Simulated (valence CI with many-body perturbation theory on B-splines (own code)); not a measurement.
Energy levels of Pm LVII

Level of theory: configuration interaction combined with many-body perturbation theory (CI+MBPT): three valence electrons over a frozen Dirac-Fock core [He], a basis of 9 s, 9 p, 8 d, 6 f, 3 g, 1 h functions for each j, with the one-electron correlation potential Σ1 (screened to all orders), the two-electron term Σ2, the three-electron term Σ3, Breit, model QED; selected single and double excitations, second order for the rest, scaled by the run's own slope (own B-spline code, finite nucleus).

The last digits are not significant, and no measured levels were compared; by estimate large intervals hold to a few tenths of a per cent, small ones and those within an open d or f shell to about a per cent.

Levels 1 to 42 of 42, with energies above the lowest level, (2s^2 2p1/2) J=1/2. "Leading %" is the weight of the configuration and term that name the level; weights of strongly mixed levels are sums over their largest components and can fall short, so below about 35 % the name and the second component can differ from the true leading terms, or belong to a minority configuration. In the jj column 3d3/2^4 stands for four electrons in 3d with j = 3/2. Lifetimes count E1, E2, E3, M1 and M2 decay at the calculated energies, and are blank where another channel may lead or the interval is too uncertain; long ones can be off by a factor of two.

```csv
No.,Configuration,Term,J,E (Ry),Leading %,Lifetime,Second component,Leading jj
1,2s2.2p,2P°,1/2,0.00,100,,,2s^2 2p1/2 (100 %)
2,2s.2p2,4P,1/2,14.50,54,71.3 ps,30 % 2s.2p2 2S,2s 2p1/2^2 (99 %)
3,2s2.2p,2P°,3/2,45.10,99,242 ps,,2s^2 2p3/2 (99 %)
4,2s.2p2,4P,3/2,55.22,91,72.9 ps,6 % 2s.2p2 2D,2s 2p1/2 2p3/2 (100 %)
5,2s.2p2,2D,5/2,57.82,60,181 ps,40 % 2s.2p2 4P,2s 2p1/2 2p3/2 (100 %)
6,2s.2p2,2P,1/2,61.99,70,443 fs,29 % 2s.2p2 4P,2s 2p1/2 2p3/2 (99 %)
7,2s.2p2,2D,3/2,62.08,64,520 fs,35 % 2s.2p2 2P,2s 2p1/2 2p3/2 (100 %)
8,2p3,2P°,3/2,77.38,47,664 fs,27 % 2p3 2D°,2p1/2^2 2p3/2 (98 %)
9,2s.2p2,4P,5/2,101.64,60,2.36 ps,40 % 2s.2p2 2D,2s 2p3/2^2 (100 %)
10,2s.2p2,2S,1/2,107.92,69,549 fs,17 % 2s.2p2 4P,2s 2p3/2^2 (100 %)
11,2s.2p2,2P,3/2,107.99,62,309 fs,30 % 2s.2p2 2D,2s 2p3/2^2 (99 %)
12,2p3,4S°,3/2,119.70,55,332 fs,45 % 2p3 2D°,2p1/2 2p3/2^2 (100 %)
13,2p3,2D°,5/2,121.27,100,366 fs,,2p1/2 2p3/2^2 (100 %)
14,2p3,2P°,1/2,124.54,100,295 fs,,2p1/2 2p3/2^2 (100 %)
15,2p3,2P°,3/2,167.46,52,222 fs,28 % 2p3 2D°,2p3/2^3 (100 %)
16,2s2.3s,2S,1/2,501.07,98,8.51 fs,,2s^2 3s (98 %)
17,2s2.3p,2P°,1/2,506.00,96,216 fs,,2s^2 3p1/2 (96 %)
18,2s.2p.3s,4P°,1/2,510.80,86,9.52 fs,13 % 2s.2p.3s 2P°,2s 2p1/2 3s (98 %)
19,2s.2p.3s,4P°,3/2,512.38,60,8.55 fs,38 % 2s.2p.3s 2P°,2s 2p1/2 3s (97 %)
20,2s.2p.3s,2P°,1/2,514.16,94,11.7 fs,5 % 2s.2p.3s 4P°,2s 2p1/2 3s (98 %)
21,2s.2p.3p,4D,1/2,514.96,72,11.8 fs,20 % 2s.2p.3p 2P,2s 2p1/2 3p1/2 (100 %)
22,2s.2p.3p,4D,3/2,516.65,41,4.11 fs,31 % 2s.2p.3p 2D,2s 2p1/2 3p1/2 (99 %)
23,2s.2p.3p,4P,1/2,519.12,48,9.27 fs,29 % 2s.2p.3p 2S,2s 2p1/2 3p1/2 (99 %)
24,2s2.3p,2P°,3/2,519.44,96,105 fs,,2s^2 3p3/2 (96 %)
25,2s2.3d,2D,3/2,522.95,97,1.36 fs,,2s^2 3d3/2 (97 %)
26,2s2.3d,2D,5/2,526.60,96,1.39 fs,,2s^2 3d5/2 (96 %)
27,2p2.3s,4P,1/2,527.92,35,7.14 fs,22 % 2p2.3s 2S,2p1/2^2 3s (76 %)
28,2s.2p.3p,4P,3/2,528.99,31,11.5 fs,27 % 2s.2p.3p 4D,2s 2p1/2 3p3/2 (100 %)
29,2s.2p.3p,4D,5/2,530.92,45,57.3 fs,36 % 2s.2p.3p 2D,2s 2p1/2 3p3/2 (97 %)
30,2s.2p.3p,2D,3/2,531.13,44,5.08 fs,22 % 2s.2p.3p 2P,2s 2p1/2 3p3/2 (99 %)
31,2s.2p.3d,4F°,3/2,531.74,71,5.30 fs,12 % 2s.2p.3d 2D°,2s 2p1/2 3d3/2 (100 %)
32,2s.2p.3p,2P,1/2,532.09,30,4.09 fs,14 % 2s.2p.3p 2S,2s 2p1/2 3p3/2 (76 %)
33,2p2.3p,2P°,1/2,532.20,37,1.32 fs,33 % 2p2.3p 4D°,2p1/2^2 3p1/2 (82 %)
34,2s.2p.3d,4F°,5/2,533.57,48,6.90 fs,23 % 2s.2p.3d 2F°,2s 2p1/2 3d3/2 (96 %)
35,2s.2p.3d,2P°,3/2,534.75,28,1.08 fs,28 % 2s.2p.3d 4D°,2s 2p1/2 3d3/2 (97 %)
36,2s.2p.3d,4D°,1/2,535.38,47,1.85 fs,31 % 2s.2p.3d 2P°,2s 2p1/2 3d3/2 (83 %)
37,2s.2p.3d,4P°,5/2,536.21,35,1.40 fs,29 % 2s.2p.3d 4D°,2s 2p1/2 3d5/2 (98 %)
38,2s.2p.3d,4F°,7/2,537.92,39,1.46 fs,37 % 2s.2p.3d 2F°,2s 2p1/2 3d5/2 (99 %)
39,2s.2p.3d,2F°,5/2,538.72,52,1.46 fs,21 % 2s.2p.3d 2D°,2s 2p1/2 3d5/2 (98 %)
40,2s.2p.3d,2D°,3/2,538.74,40,1.46 fs,39 % 2s.2p.3d 2P°,2s 2p1/2 3d5/2 (95 %)
41,2p2.3p,2P°,3/2,546.84,32,4.93 fs,20 % 2p2.3p 4D°,2p1/2^2 3p3/2 (96 %)
42,2p2.3d,2D,3/2,549.45,41,7.62 fs,33 % 2p2.3d 4F,2p1/2^2 3d3/2 (98 %)
```

The ionisation energy to 2s2 1S_0 of the next ion comes out as 12131 eV (NIST: 12136 ± 5 eV (theoretical)). All 42 levels together are meant to be complete up to 553.01 Ry.
